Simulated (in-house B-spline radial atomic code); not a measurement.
Successive ionisation energies of indium; each step leads to the configuration of the next row (after the last: bare). Dirac energy differences include first-order Breit, QED and recoil terms. NIST's values go from ground level to ground level; the uncertainty of those that are theory runs from under 0.1 % in few-electron ions to several per cent in heavy many-electron ones. Computed with a B-spline radial code for spherical atoms: Dirac-Hartree-Fock, jj configuration that fills j = l - 1/2 first, finite nuclei.

A number in brackets counts the electrons of a j subshell.

| ion | configuration | ionisation energy (eV) | tabulated value (eV) | computed minus tabulated (eV) | highest orbital | largest mean radius (bohr) |
| --- | --- | --- | --- | --- | --- | --- |
| In33+ | [Ne] 3s2 3p1/2(2) 3p3/2(2) | 2112.0 | 2111 | 1 | 3p3/2 | 0.31288 |
| In34+ | [Ne] 3s2 3p1/2(2) 3p3/2(1) | 2188.1 | 2207 | -19 | 3p3/2 | 0.31102 |
| In35+ | [Ne] 3s2 3p1/2(2) | 2312.3 | 2317 | -5 | 3p1/2 | 0.30918 |
| In36+ | [Ne] 3s2 3p1/2(1) | 2395.0 | 2373 | 22 | 3p1/2 | 0.30733 |
| In37+ | [Ne] 3s2 | 2547.9 | 2555 | -7 | 3s1/2 | 0.30549 |
| In38+ | [Ne] 3s1 | 2627.9 | 2628.77 | -1 | 3s1/2 | 0.30347 |
| In39+ | [He] 2s2 2p6 | ? | ? | ? | ? | ? |
| In40+ | [He] 2s2 2p1/2(2) 2p3/2(3) | 6330.9 | 6331 | 0 | 2p3/2 | 0.12454 |
| In41+ | [He] 2s2 2p1/2(2) 2p3/2(2) | 6546.4 | 6554 | -8 | 2p3/2 | 0.12374 |
| In42+ | [He] 2s2 2p1/2(2) 2p3/2(1) | ? | ? | ? | ? | ? |
| In43+ | [He] 2s2 2p1/2(2) | 7205.5 | 7196 | 10 | 2p1/2 | 0.12218 |
| In44+ | [He] 2s2 2p1/2(1) | ? | ? | ? | ? | ? |
| In45+ | [He] 2s2 | 7747.8 | 7754 | -6 | 2s1/2 | 0.12056 |
| In46+ | [He] 2s1 | 7952.9 | 7953.14 | 0 | 2s1/2 | 0.11983 |
| In47+ | 1s2 | 32835.1 | 32837.59 | -3 | 1s1/2 | 0.029505 |
| In48+ | 1s1 | 33750.3 | 33750.4 | 0 | 1s1/2 | 0.029265 |

Question: Fill in the row of In39+.

Answer: ionisation energy (eV): 6118.4; tabulated value (eV): 6126; computed minus tabulated (eV): -8; highest orbital: 2p3/2; largest mean radius (bohr): 0.12534.

Question: Fill in the row of In42+.

Answer: ionisation energy (eV): 6764.9; tabulated value (eV): 6770; computed minus tabulated (eV): -5; highest orbital: 2p3/2; largest mean radius (bohr): 0.12295.

Question: Fill in the row of In44+.

Answer: ionisation energy (eV): 7448.4; tabulated value (eV): 7442; computed minus tabulated (eV): 6; highest orbital: 2p1/2; largest mean radius (bohr): 0.12136.

Question: Where is the largest jump?

Answer: From In46+ to In47+, by a factor of 4.13 (7952.9 to 32835 eV); the highest orbital goes from 2s1/2 to 1s1/2.

Question: How far is this level of theory from the measured and semi-empirical values?

Answer: Over those 13 rows the differences run from -18.9 to +22 eV (mean absolute value 7.5 eV). The calculation leaves out correlation and, in open shells, the multiplet splittings that an average leaves out.
